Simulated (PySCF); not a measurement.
PySCF 2.14 output of an unrestricted MN15 calculation on a single atom or ion in x2c-SVPall (5s3p2d, 24 functions), with scalar relativity by spin-free X2C-1e:

```
SCF conv_tol = 1e-09
number electrons alpha = 9  beta = 9
    H. S. Yu, X. He, S. L. Li, and D. G. Truhlar.,  Chem. Sci. 7, 5032-5051 (2016)
    H. S. Yu, X. He, S. L. Li, and D. G. Truhlar.,  Chem. Sci. 7, 5032-5051 (2016)
cycle= 1 E= -602.107243803466  delta_E= -0.000662  |g|= 0.00123  |ddm|= 0.0413
cycle= 2 E= -602.107244852741  delta_E= -1.05e-06  |g|= 7.7e-05  |ddm|= 0.00231
cycle= 3 E= -602.107244857893  delta_E= -5.15e-09  |g|= 1.26e-06  |ddm|= 0.000176
cycle= 4 E= -602.107244857895  delta_E= -1.36e-12  |g|= 1.01e-08  |ddm|= 2.92e-06
converged SCF energy = -602.107244857895  <S^2> = -3.5527137e-15  2S+1 = 1
```

The run itself started from symmetry-adapted Hartree-Fock orbitals and held the occupation by maximum overlap, on a logarithmic radial grid, so the iterations belong to that start.

Which element, charge and spin multiplicity is this?

K⁺ (potassium, charge +1), multiplicity 1; the state was [Ar], closed-shell 1S.
